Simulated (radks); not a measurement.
Isoelectronic series with 22 electrons, each ion in its NIST ground configuration. All-electron calculation, scalar-relativistic Kohn-Sham, PBE, spin-unpolarised, spherical densities, finite nucleus; Fermi nuclear charge, rms radius of each element as measured or else 0.836 A^(1/3) + 0.57 fm. Program: a radial shooting solver on a logarithmic mesh with Libxc functionals. Total energies (hartree) and mean radii <r> (bohr):

[
 {"ion": "Ti", "configuration": "[Ar] 3d2 4s2", "E (hartree)": "-853.56264", "3d": "1.617", "3p": "1.086", "3s": "1.007", "2p": "0.2899"},
 {"ion": "V+", "configuration": "[Ar] 3d4", "E (hartree)": "-948.73853", "3d": "1.553", "3p": "1.030", "3s": "0.9555", "2p": "0.2740"},
 {"ion": "Cr2+", "configuration": "[Ar] 3d4", "E (hartree)": "-1049.68168", "3d": "1.228", "3p": "0.9561", "3s": "0.8976", "2p": "0.2599"},
 {"ion": "Mn3+", "configuration": "[Ar] 3d4", "E (hartree)": "-1156.21478", "3d": "1.045", "3p": "0.8889", "3s": "0.8439", "2p": "0.2471"},
 {"ion": "Fe4+", "configuration": "[Ar] 3d4", "E (hartree)": "-1268.32074", "3d": "0.9211", "3p": "0.8292", "3s": "0.7950", "2p": "0.2355"},
 {"ion": "Co5+", "configuration": "[Ar] 3d4", "E (hartree)": "-1385.99817", "3d": "0.8292", "3p": "0.7765", "3s": "0.7507", "2p": "0.2249"},
 {"ion": "Ni6+", "configuration": "[Ar] 3d4", "E (hartree)": "-1509.25354", "3d": "0.7570", "3p": "0.7298", "3s": "0.7106", "2p": "0.2152"},
 {"ion": "Cu7+", "configuration": "[Ar] 3d4", "E (hartree)": "-1638.09685", "3d": "0.6981", "3p": "0.6884", "3s": "0.6743", "2p": "0.2063"},
 {"ion": "Zn8+", "configuration": "[Ar] 3d4", "E (hartree)": "-1772.54214", "3d": "0.6488", "3p": "0.6513", "3s": "0.6414", "2p": "0.1981"},
 {"ion": "Ga9+", "configuration": "[Ar] 3d4", "E (hartree)": "-1912.60468", "3d": "0.6067", "3p": "0.6180", "3s": "0.6114", "2p": "0.1905"},
 {"ion": "Ge10+", "configuration": "[Ar] 3d4", "E (hartree)": "-2058.30185", "3d": "0.5703", "3p": "0.5880", "3s": "0.5840", "2p": "0.1834"}
]
